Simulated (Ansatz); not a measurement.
`O=P(O)(O)CCCCCCCCCCCOc1ccccc1` with charge -1. Charge -1, multiplicity 2. Geometry r2SCAN-D4/def2-SVP, that of the neutral singlet; atoms count from 1.

Cartesian coordinates in Å:
```
O -1.7998 2.2274 -5.0466
P -1.3969 1.2110 -6.0614
O -2.1818 -0.2109 -5.8968
O -1.6836 1.6766 -7.5961
C 0.3118 0.6547 -6.1750
C 0.8320 -0.0173 -4.9009
C 1.0075 0.9485 -3.7277
C 1.5493 0.2883 -2.4600
C 0.6062 -0.7347 -1.8276
C 1.1328 -1.2929 -0.5069
C 0.2706 -2.4034 0.0987
C -1.1828 -2.0182 0.3943
C -1.4069 -0.8236 1.3289
C -0.9167 -0.9973 2.7741
C 0.5442 -0.6251 3.0069
O 0.9093 -0.7389 4.3758
C 0.5629 0.2399 5.2502
C -0.0700 1.4449 4.9012
C -0.3555 2.3880 5.8957
C -0.0243 2.1512 7.2306
C 0.6050 0.9467 7.5715
C 0.8960 -0.0020 6.5949
H -2.9606 -0.0847 -5.3330
H -2.2854 2.4370 -7.5944
H 0.9148 1.5399 -6.4425
H 0.3486 -0.0310 -7.0387
H 1.8010 -0.4971 -5.1287
H 0.1410 -0.8340 -4.6301
H 0.0437 1.4429 -3.5104
H 1.6943 1.7573 -4.0382
H 1.7666 1.0751 -1.7146
H 2.5213 -0.1956 -2.6775
H 0.4293 -1.5747 -2.5252
H -0.3798 -0.2578 -1.6727
H 1.2491 -0.4608 0.2125
H 2.1541 -1.6853 -0.6661
H 0.7517 -2.7798 1.0194
H 0.2633 -3.2636 -0.5959
H -1.6972 -2.8973 0.8235
H -1.7010 -1.8111 -0.5590
H -0.9621 0.0920 0.8940
H -2.4923 -0.6291 1.3563
H -1.5308 -0.3714 3.4435
H -1.0708 -2.0389 3.1094
H 0.7581 0.3941 2.6318
H 1.2238 -1.3109 2.4811
H -0.3471 1.6587 3.8672
H -0.8494 3.3224 5.6119
H -0.2549 2.8939 7.9990
H 0.8724 0.7434 8.6129
H 1.3889 -0.9463 6.8404
```

Single mean-field runs in def2-TZVP are fitted with def2-universal-jkfit. The highest occupied level of the charge -1 doublet lies above zero (up to 2.15 eV). By energy differences it is unbound by 1.09 eV (vertical, against the charge 0 singlet, at PBE0-D4/def2-TZVP) and held by the finite basis.

Question: Estimate the Mulliken populations of the heavy atoms from the PBE0/def2-TZVP orbitals of Ansatz.

Answer: 
```csv
atom,charge (e),spin (α − β)
O1,-0.53,-0.01
P2,0.70,0.02
O3,-0.41,-0.05
O4,-0.44,-0.04
C5,-0.11,-0.09
C6,-0.21,-0.02
C7,-0.20,-0.02
C8,-0.14,0.01
C9,-0.27,-0.04
C10,-0.20,0.01
C11,-0.16,0.00
C12,-0.20,-0.03
C13,-0.17,-0.01
C14,-0.20,0.00
C15,-0.11,0.00
O16,-0.25,0.00
C17,0.35,-0.04
C18,-0.31,0.14
C19,-0.22,0.22
C20,-0.14,-0.07
C21,-0.13,0.18
C22,-0.33,0.18
```
Mulliken values depend strongly on the basis.

Question: Where does the spin sit?

Answer: Summed by element: O -0.10, P 0.02, C 0.41, H 0.67, of 1 unpaired in all. Largest on single atoms: H23 0.25, C19 0.22, C21 0.18.

Question: And the Mayer bond orders between heavy atoms (over 0.3)?

Answer: O1–P2 1.99 (1.49 Å); P2–O3 1.18 (1.63 Å); P2–O4 1.17 (1.63 Å); P2–C5 0.92 (1.80 Å); C5–C6 0.99 (1.53 Å); C6–C7 1.02 (1.53 Å); C7–C8 1.00 (1.53 Å); C8–C9 1.02 (1.53 Å); C9–C10 1.00 (1.53 Å); C10–C11 0.99 (1.53 Å); C11–C12 0.99 (1.53 Å); C12–C13 1.01 (1.53 Å); C13–C14 0.96 (1.54 Å); C14–C15 1.01 (1.53 Å); C15–O16 0.97 (1.42 Å); O16–C17 1.08 (1.36 Å); C17–C18 1.32 (1.41 Å); C17–C22 1.41 (1.41 Å); C18–C19 1.25 (1.40 Å); C19–C20 1.44 (1.40 Å); C20–C21 1.42 (1.40 Å); C21–C22 1.27 (1.39 Å).
